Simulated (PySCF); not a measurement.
# K: electron affinity

K⁻ [Ar] 4s2 (1S) → K [Ar] 4s1 (2S), as a difference of total energies. Computed with PySCF 2.14 in def2-TZVPPD (6s5p3d, 36 functions), with no relativity, point nucleus. Correlated levels: valence: [Ar] frozen; valence and next inner shell: [Ne] frozen. The calculations carry no spin-orbit coupling.

```
                                method  electron affinity (eV)
                                   UHF                  -0.184
                                   LDA                   0.518
                                   PBE                   0.466
                                  PBE0                   0.440
                                r2SCAN                   0.360
                                  BLYP                   0.350
                               r2SCANh                   0.363
                                revPBE                   0.460
                                PBEsol                   0.439
                         MP2 (valence)                   0.197
                     SCS-MP2 (valence)                   0.273
    MP2 (valence and next inner shell)                   0.248
SCS-MP2 (valence and next inner shell)                   0.311
```

These non-relativistic numbers lack the scalar-relativistic shift.

Errors of the correlated levels include the incompleteness of this basis and the frozen core.

A negative affinity means that the anion lies above the atom at that level of theory.

In the anion the highest occupied orbital energy is positive at LDA, PBE, PBE0, r2SCAN, BLYP, r2SCANh, revPBE, PBEsol, a self-interaction effect; the basis confines that electron, and the energy difference can still be sensible.

For comparison: 0.501 eV (measured; photodetachment measurements, as compiled on the Wikipedia data page of electron affinities).
